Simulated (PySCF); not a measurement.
Frontier levels across methods

Compound: C3H7FSi.
Numbering: `[F:1][C:2]1([SiH3:3])[CH2:4][CH2:5]1` (hydrogens: H6, H7, H8 on Si3; H9, H10 on C4; H11, H12 on C5)

Structure used (PBE0-D3(BJ)/def2-SVP), in Å, numbered top down from 1:
```xyz
12
C3H7FSi angstrom
F     -0.0546    1.0648   -1.4949
C     -0.1945    0.2437   -0.4007
Si     1.4654   -0.2747    0.3210
C     -1.3928    0.5267    0.4538
C     -1.3779   -0.6737   -0.4462
H      2.2709   -1.0014   -0.7039
H      1.1930   -1.1801    1.4790
H      2.2243    0.9218    0.7903
H     -1.9956    1.3814    0.1355
H     -1.3199    0.3921    1.5370
H     -1.9732   -0.6199   -1.3612
H     -1.2937   -1.6737   -0.0110
```

Basis pcSseg-2 throughout (PySCF), one geometry. Isolated species at its PBE0-D3(BJ)/def2-SVP geometry, gas phase.

**Question.** How do the orbital energies, the gap and the dipole change with the method?

**Answer.** 
```
   method                    kind  HOMO (eV)  LUMO (eV)  gap (eV)  μ (D)  SCF cycles
     BLYP                     GGA      -6.70      -0.34      6.36   1.53          14
     OPBE                     GGA      -6.77      -0.28      6.49   1.48          15
    B97-D                     GGA      -6.79      -0.29      6.51   1.52          14
      PBE                     GGA      -6.81      -0.45      6.36   1.51          14
      KT2                     GGA      -6.86      -0.48      6.38   1.53          15
      KT3                     GGA      -6.90      -0.47      6.43   1.51          15
     BP86                     GGA      -6.90      -0.42      6.48   1.52          15
      LDA                     LDA      -6.95      -0.66      6.29   1.57          13
    B97-2           global hybrid      -7.94       0.39      8.32   1.59          12
    B3LYP           global hybrid      -7.99       0.12      8.11   1.61          12
     PBE0           global hybrid      -8.21       0.36      8.56   1.60          12
 mPW1PW91           global hybrid      -8.23       0.36      8.59   1.60          12
BHandHLYP           global hybrid      -9.44       1.06     10.50   1.70          12
CAM-B3LYP  range-separated hybrid      -9.60       1.19     10.80   1.66          12
  wB97X-D  range-separated hybrid     -10.07       2.07     12.14   1.61          13
  LC-wPBE  range-separated hybrid     -10.95       2.32     13.27   1.65          13
       HF            Hartree–Fock     -11.31       2.82     14.13   1.78          10
```

The HOMO spans 4.61 eV, from BLYP down to HF, and the gap runs from 6.29 eV (LDA) to 14.13 eV (HF). Over the methods BLYP (0 %), OPBE (0 %), B97-D (0 %), PBE (0 %), KT2 (0 %), KT3 (0 %), BP86 (0 %), LDA (0 %), B97-2 (21 %), B3LYP (20 %), PBE0 (25 %), mPW1PW91 (25 %), BHandHLYP (50 %), HF (100 %), a straight line through the gap against the share of exact exchange rises by 0.78 eV for each 10 % (correlation coefficient 0.998). The dipole ranges from 1.48 D (OPBE) to 1.78 D (HF). This basis has no diffuse functions.
